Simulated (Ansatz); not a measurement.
A nudged elastic band was laid between two geometries of CH4S2Si (8 atoms, charge 0, multiplicity 1).

The calculation used RKS LDA/def2-SVP in Ansatz.

```json
{
  "movable images": "7",
  "climbing image": "yes",
  "spring": "5.0 eV/Å²",
  "optimiser": "quadratic models (default)",
  "start path": "through a guess of the saddle point",
  "force threshold": "0.05 eV/Å",
  "iteration limit": "60",
  "end points": "relaxed"
}
```

First end point:

```xyz
8
Properties=species:S:1:pos:R:3
C -0.565 0.914 -0.354
Si 0.079 -0.644 0.404
S 2.131 -0.748 0.911
S 1.316 -1.901 -0.766
H -1.488 0.714 -0.939
H -0.811 1.660 0.432
H 0.209 1.336 -1.027
H -0.872 -1.330 1.338
```

Last end point:

```xyz
8
Properties=species:S:1:pos:R:3
C -0.566 0.912 -0.357
Si 0.052 -0.709 0.280
S 1.813 -0.730 1.455
S 1.798 -1.538 -0.583
H -1.182 1.427 0.411
H 0.301 1.554 -0.619
H -1.196 0.764 -1.260
H -1.020 -1.681 0.673
```

(1) Which bonds break or form, and what moves?

(2) What energy profile does the band end with?

(3) What is the geometry of the highest image?

(4) What are the harmonic wavenumbers there?

The band took 4 iterations and about 80 core-seconds.

Answers

(1) No bond is made or broken. The dihedral H7–C1–Si2–S3 goes from 36 to 156°. The two ends are copies of one structure, up to a mirror image or an exchange of like atoms.

(2) The run converged. The highest image is number 4 of 0 to 8, 0.057 eV above the ends, which have the same energy within 2 meV. A vibrational analysis at the climbing image gives one clearly imaginary mode, 147i cm⁻¹: a first-order saddle point.

| image | path coordinate (Å) | energy (eV) | dihedral H7–C1–Si2–S3 (°) |
| --- | --- | --- | --- |
| 0 | 0.00 | 0.000 | 36 |
| 1 | 0.40 | 0.008 | 51 |
| 2 | 0.79 | 0.029 | 66 |
| 3 | 1.19 | 0.049 | 81 |
| 4 | 1.58 | 0.057 | 95 |
| 5 | 1.98 | 0.049 | 110 |
| 6 | 2.38 | 0.028 | 126 |
| 7 | 2.78 | 0.008 | 141 |
| 8 | 3.17 | 0.000 | 156 |

(3) 
```xyz
8
Properties=species:S:1:pos:R:3
C -0.579 0.913 -0.361
Si 0.055 -0.690 0.329
S 1.941 -0.713 1.295
S 1.656 -1.667 -0.657
H -1.678 1.004 -0.244
H -0.084 1.760 0.159
H -0.319 0.980 -1.439
H -0.991 -1.587 0.919
```

(4) 147i, 161, 204, 401, 454, 548, 568, 687, 737, 744, 846, 1180, 1337, 1348, 2186, 2979, 3092, 3097 cm⁻¹.

Time of the run: 76 s on 1 thread of Intel(R) Xeon(R) Processor @ 2.70GHz, on a shared host, peak memory 0.13 GiB.
